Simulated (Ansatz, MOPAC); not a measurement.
Species: GaF2, charge 1, multiplicity 1. SMILES of the parent species: [Ga]([F])[F]

Atoms: Ga1, F2, F3. Bonds: Ga1-F2, Ga1-F3.

Bond lengths (Å) and angles (degrees) optimised at AM1 with MOPAC; PM6 with MOPAC; PM7 with MOPAC; MNDO with MOPAC; HF/6-31G* with LANL2DZ past Ar with Ansatz (a quantum-chemistry and plane-wave program); B3LYP/6-31G* with LANL2DZ past Ar with Ansatz, each started from the B3LYP-D3(BJ)/def2-TZVP structure (Ansatz) of the last column. A row stands for all coordinates that are equal there. 6-31G* holds six Cartesian d functions. No wavenumbers were computed at MNDO, so these may be saddle points.

| coordinate | AM1 | PM6 | PM7 | MNDO | HF/6-31G* with LANL2DZ past Ar | B3LYP/6-31G* with LANL2DZ past Ar | B3LYP-D3(BJ)/def2-TZVP |
|---|---|---|---|---|---|---|---|
| Ga1-F2 | 1.600 | 1.714 | 1.758 | 1.757 | 1.587 | 1.612 | 1.670 |
| F2-Ga1-F3 | 180.0 | 180.0 | 180.0 | 180.0 | 180.0 | 180.0 | 180.0 |

Mean signed difference of all 2 bond lengths from B3LYP-D3(BJ)/def2-TZVP: AM1 -0.071 Å, PM6 0.043 Å, PM7 0.088 Å, MNDO 0.087 Å, HF/6-31G* with LANL2DZ past Ar -0.083 Å, B3LYP/6-31G* with LANL2DZ past Ar -0.059 Å.
